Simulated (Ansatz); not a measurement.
Harmonic vibrations of `[CH3][Nb]([CH3])(=[NH])[NH2]` by finite differences.

```yaml
crystal:
  periodic: [false, false, false]
  atoms:
    - {symbol: C, position_ang: [-1.993858, 0.100346, -0.240209]}
    - {symbol: Nb, position_ang: [0.153250, 0.288590, -0.003835]}
    - {symbol: C, position_ang: [0.966385, -1.442832, 1.017088]}
    - {symbol: N, position_ang: [0.443377, 1.673820, 1.013087]}
    - {symbol: N, position_ang: [1.059386, 0.629489, -1.719428]}
    - {symbol: H, position_ang: [-2.484640, 1.009449, -0.596041]}
    - {symbol: H, position_ang: [-2.434351, -0.154117, 0.732283]}
    - {symbol: H, position_ang: [-2.227596, -0.712707, -0.940518]}
    - {symbol: H, position_ang: [0.377988, -1.623600, 1.925798]}
    - {symbol: H, position_ang: [2.011160, -1.333743, 1.317834]}
    - {symbol: H, position_ang: [0.883873, -2.332377, 0.378340]}
    - {symbol: H, position_ang: [0.601165, 2.467274, 1.614872]}
    - {symbol: H, position_ang: [1.596135, 1.439033, -1.989703]}
    - {symbol: H, position_ang: [1.034925, -0.037927, -2.480769]}
basis:
  gaussian: {orbitals: def2-TZVP}
hamiltonian: {xc: pbe0, dispersion: d4}
phonons: {temperatures: {t_min: 298.15, t_max: 900, t_step: 200}}
```

```sh
$ ansatz run in.yaml --threads 4 --pin off --events-out ev --progress --plain --max-ram 11315MiB
```

It prints (some lines left out):

```
Functional definition: PBE0
  name "PBE0"
  cite "Adamo & Barone, J. Chem. Phys. 110, 6158 (1999) doi:10.1063/1.478522"
  cite "Perdew, Burke & Ernzerhof, Phys. Rev. Lett. 77, 3865 (1996) doi:10.1103/PhysRevLett.77.3865"
  parent pbe
  parameter a = 0.25
  parameter kappa = 0.804
  parameter beta = 0.06672455060314922
  exchange = (1 - a)*pbe_x(kappa = kappa, mu = beta*pi^2/3) + a*exact_x
  correlation = pbe_c(beta = beta)
mean field -6748.46236996 eV, -248.0014178239 hartree, gradient 4.2e-5 eV, S^2 0.000000; 0 other end points of the search recorded, 0 dependent functions left out
the calculation of the forces begins
these checks for a lower state are left out or cut short: stability, starts, cluster_reference, orbital_swaps, neighbouring_geometries, increment
mean field -6748.46223482 eV, -248.0014128577 hartree, gradient 1.3e-6 eV, S^2 0.000000; 0 other end points of the search recorded, 0 dependent functions left out
the calculation of the forces begins
these checks for a lower state are left out or cut short: stability, starts, cluster_reference, orbital_swaps, neighbouring_geometries, increment
mean field -6748.46230571 eV, -248.0014154627 hartree, gradient 1.3e-6 eV, S^2 0.000000; 0 other end points of the search recorded, 0 dependent functions left out
the calculation of the forces begins
these checks for a lower state are left out or cut short: stability, starts, cluster_reference, orbital_swaps, neighbouring_geometries, increment
mean field -6748.46222473 eV, -248.0014124868 hartree, gradient 1.3e-6 eV, S^2 0.000000; 0 other end points of the search recorded, 0 dependent functions left out
the calculation of the forces begins
these checks for a lower state are left out or cut short: stability, starts, cluster_reference, orbital_swaps, neighbouring_geometries, increment
mean field -6748.46222811 eV, -248.0014126112 hartree, gradient 1.3e-6 eV, S^2 0.000000; 0 other end points of the search recorded, 0 dependent functions left out
the calculation of the forces begins
these checks for a lower state are left out or cut short: stability, starts, cluster_reference, orbital_swaps, neighbouring_geometries, increment
mean field -6748.46222432 eV, -248.0014124719 hartree, gradient 1.3e-6 eV, S^2 0.000000; 0 other end points of the search recorded, 0 dependent functions left out
the calculation of the forces begins
these checks for a lower state are left out or cut short: stability, starts, cluster_reference, orbital_swaps, neighbouring_geometries, increment
mean field -6748.46223089 eV, -248.0014127132 hartree, gradient 1.3e-6 eV, S^2 0.000000; 0 other end points of the search recorded, 0 dependent functions left out
the calculation of the forces begins
these checks for a lower state are left out or cut short: stability, starts, cluster_reference, orbital_swaps, neighbouring_geometries, increment
mean field -6748.46225223 eV, -248.0014134973 hartree, gradient 1.3e-6 eV, S^2 0.000000; 0 other end points of the search recorded, 0 dependent functions left out
the calculation of the forces begins
these checks for a lower state are left out or cut short: stability, starts, cluster_reference, orbital_swaps, neighbouring_geometries, increment
mean field -6748.46230394 eV, -248.0014153977 hartree, gradient 1.3e-6 eV, S^2 0.000000; 0 other end points of the search recorded, 0 dependent functions left out
[...]
mean field -6748.46231904 eV, -248.0014159527 hartree, gradient 1.3e-6 eV, S^2 0.000000; 0 other end points of the search recorded, 0 dependent functions left out
the calculation of the forces begins
these checks for a lower state are left out or cut short: stability, starts, cluster_reference, orbital_swaps, neighbouring_geometries, increment
mean field -6748.46228780 eV, -248.0014148046 hartree, gradient 1.3e-6 eV, S^2 0.000000; 0 other end points of the search recorded, 0 dependent functions left out
the calculation of the forces begins
these checks for a lower state are left out or cut short: stability, starts, cluster_reference, orbital_swaps, neighbouring_geometries, increment
mean field -6748.46225833 eV, -248.0014137217 hartree, gradient 1.3e-6 eV, S^2 0.000000; 0 other end points of the search recorded, 0 dependent functions left out
the calculation of the forces begins
these checks for a lower state are left out or cut short: stability, starts, cluster_reference, orbital_swaps, neighbouring_geometries, increment
mean field -6748.46234599 eV, -248.0014169430 hartree, gradient 1.3e-6 eV, S^2 0.000000; 0 other end points of the search recorded, 0 dependent functions left out
the calculation of the forces begins
these checks for a lower state are left out or cut short: stability, starts, cluster_reference, orbital_swaps, neighbouring_geometries, increment
mean field -6748.46235251 eV, -248.0014171827 hartree, gradient 1.3e-6 eV, S^2 0.000000; 0 other end points of the search recorded, 0 dependent functions left out
the calculation of the forces begins
these checks for a lower state are left out or cut short: stability, starts, cluster_reference, orbital_swaps, neighbouring_geometries, increment
mean field -6748.46235737 eV, -248.0014173614 hartree, gradient 1.3e-6 eV, S^2 0.000000; 0 other end points of the search recorded, 0 dependent functions left out
the calculation of the forces begins
these checks for a lower state are left out or cut short: stability, starts, cluster_reference, orbital_swaps, neighbouring_geometries, increment
mean field -6748.46237166 eV, -248.0014178864 hartree, gradient 1.3e-6 eV, S^2 0.000000; 0 other end points of the search recorded, 0 dependent functions left out
the calculation of the forces begins
these checks for a lower state are left out or cut short: stability, starts, cluster_reference, orbital_swaps, neighbouring_geometries, increment
mean field -6748.46229412 eV, -248.0014150370 hartree, gradient 1.3e-6 eV, S^2 0.000000; 0 other end points of the search recorded, 0 dependent functions left out
the calculation of the forces begins
these checks for a lower state are left out or cut short: stability, starts, cluster_reference, orbital_swaps, neighbouring_geometries, increment
mean field -6748.46231086 eV, -248.0014156522 hartree, gradient 1.3e-6 eV, S^2 0.000000; 0 other end points of the search recorded, 0 dependent functions left out
the calculation of the forces begins
these checks for a lower state are left out or cut short: stability, starts, cluster_reference, orbital_swaps, neighbouring_geometries, increment
mean field -6748.46229436 eV, -248.0014150456 hartree, gradient 1.3e-6 eV, S^2 0.000000; 0 other end points of the search recorded, 0 dependent functions left out
the calculation of the forces begins
these checks for a lower state are left out or cut short: stability, starts, cluster_reference, orbital_swaps, neighbouring_geometries, increment
mean field -6748.46228126 eV, -248.0014145644 hartree, gradient 1.3e-6 eV, S^2 0.000000; 0 other end points of the search recorded, 0 dependent functions left out
the calculation of the forces begins
Total energy: -6748.71342480 eV, -248.0106439190 hartree
Atom 0 at    -1.993858     0.100346    -0.240209 Å, force     0.000262     0.000021     0.000112 eV/Å
Atom 1 at     0.153250     0.288590    -0.003835 Å, force    -0.000115    -0.000204    -0.000286 eV/Å
Atom 2 at     0.966385    -1.442832     1.017088 Å, force    -0.000568     0.000035     0.000326 eV/Å
Atom 3 at     0.443377     1.673820     1.013087 Å, force    -0.000168     0.000463     0.000595 eV/Å
Atom 4 at     1.059386     0.629489    -1.719428 Å, force    -0.000929    -0.000959     0.001448 eV/Å
Atom 5 at    -2.484640     1.009449    -0.596041 Å, force    -0.000063     0.000155    -0.000216 eV/Å
Atom 6 at    -2.434351    -0.154117     0.732283 Å, force     0.000209    -0.000004    -0.000119 eV/Å
Atom 7 at    -2.227596    -0.712707    -0.940518 Å, force    -0.000244    -0.000257    -0.000263 eV/Å
Atom 8 at     0.377988    -1.623600     1.925798 Å, force     0.000319     0.000229    -0.000365 eV/Å
Atom 9 at     2.011160    -1.333743     1.317834 Å, force     0.000363    -0.000035    -0.000204 eV/Å
Atom 10 at     0.883873    -2.332377     0.378340 Å, force     0.000038    -0.000286    -0.000111 eV/Å
Atom 11 at     0.601165     2.467274     1.614872 Å, force     0.000273     0.000256    -0.000007 eV/Å
Atom 12 at     1.596135     1.439033    -1.989703 Å, force     0.000266     0.000191    -0.000580 eV/Å
Atom 13 at     1.034925    -0.037927    -2.480769 Å, force     0.000357     0.000395    -0.000330 eV/Å
Dipole moment:     0.109446    -0.023259    -0.286322 e Å
Vibrations: 93.27 106.12 140.23 145.04 159.05 188.17 221.12 332.29 428.25 467.17 481.95 508.86 519.28 526.25 552.28 572.46 593.28 593.60 705.30 1017.66 1172.95 1180.19 1408.24 1415.04 1419.66 1425.63 1543.87 3007.18 3009.25 3083.34 3086.21 3125.21 3125.44 3554.95 3654.62 3668.50 cm⁻¹, zero-point energy 2.928006 eV
```

It took 5.3 min on 4 threads of an Intel Xeon Platinum 8259CL on a shared host, with 0.73 GiB of host memory at the peak.
